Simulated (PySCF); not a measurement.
Ionisation energy of Hf⁵⁴⁺ by level of theory

Hf⁵⁴⁺ [Ar] (1S) → Hf⁵⁵⁺ [Ne] 3s2 3p5 (2P), as a difference of total energies. All numbers are calculated (PySCF 2.14, scalar relativity by spin-free X2C-1e, in an even-tempered Gaussian basis (17 s from 14 bohr⁻², ratio 2.5; 12 p from 18 bohr⁻², ratio 2.5; 4 d from 74 bohr⁻², ratio 2.7; 4 f from 110 bohr⁻², ratio 2.7)). Correlated levels: outer shells: 1s2 frozen; virtual orbitals above 40 to 60 times the deepest correlated orbital energy dropped. The calculations carry no spin-orbit coupling.

```
                method  ionisation energy (eV)
                   UHF                  5449.3
    MP2 (outer shells)                  5450.4
SCS-MP2 (outer shells)                  5450.2
   CCSD (outer shells)                  5450.3
CCSD(T) (outer shells)                  5450.3
```

A first-order spin-orbit estimate (lowest level to lowest level, LS coupling) adds -94.445 eV.

Breit and QED terms and the two-electron picture change are absent.

For comparison: 5350 ± 5 eV (theoretical estimate listed by NIST; NIST Atomic Spectra Database, ionization energies).
